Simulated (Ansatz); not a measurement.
Born–Oppenheimer molecular dynamics of AlF₃H₆N₂ (12 atoms, charge 0, multiplicity 1). It starts at the highest image of a converged band. Of that band: The top lies less than 8 meV above the higher end, about what the thresholds resolve: that end is a shoulder or a very shallow well. A vibrational analysis at the climbing image gives one clearly imaginary mode, 355i cm⁻¹: a first-order saddle point.

The calculation used RKS revPBE-D4/def2-SVP in Ansatz 0.2.0.

* ensemble: NVE (velocity Verlet)
* time step: 0.5 fs
* steps asked: 200
* starting velocities drawn for: 300 K
* seed: 8840

First frame:

```xyz
12
Properties=species:S:1:pos:R:3
Al -0.122 -1.693 0.471
N -1.052 -0.123 -0.364
F -0.091 -2.804 -0.799
F -1.111 -2.032 1.796
H 1.488 0.915 0.300
F 1.379 -0.977 0.847
H -0.381 0.688 -0.358
N 1.284 1.848 -0.076
H -1.899 0.148 0.155
H -1.329 -0.312 -1.337
H 1.208 1.923 -1.089
H 0.628 2.418 0.454
```

Task: How far do the bonds stretch over the last three quarters of this one trajectory? (Pairs bonded in most of those frames.)

Result: 
| bond | mean (Å) | spread (Å) | shortest | longest |
| --- | --- | --- | --- | --- |
| Al1–N2 | 2.000 | 0.017 | 1.97 | 2.02 |
| Al1–F3 | 1.690 | 0.019 | 1.65 | 1.72 |
| Al1–F4 | 1.691 | 0.020 | 1.66 | 1.72 |
| Al1–F6 | 1.703 | 0.016 | 1.68 | 1.73 |
| N2–H7 | 1.069 | 0.020 | 1.03 | 1.10 |
| N2–H9 | 1.031 | 0.018 | 1.00 | 1.07 |
| N2–H10 | 1.033 | 0.031 | 0.98 | 1.08 |
| H5–N8 | 1.033 | 0.015 | 1.01 | 1.06 |
| N8–H11 | 1.027 | 0.017 | 1.00 | 1.06 |
| N8–H12 | 1.025 | 0.015 | 1.00 | 1.06 |

Mean temperature of the second half: 293 K. The conserved energy stayed within 0.22 meV per atom of its start (net change 0.046 meV per atom), so the integration is sound. A run of 0.1 ps of so small a system gives no equilibrium averages. The orbitals stay closed-shell, which can raise the energy where a bond breaks towards radicals; this wasn't checked here.

The run took 6.7 min on 2 threads of Arm Neoverse V2, with other jobs on the host, peak memory 0.14 GiB.
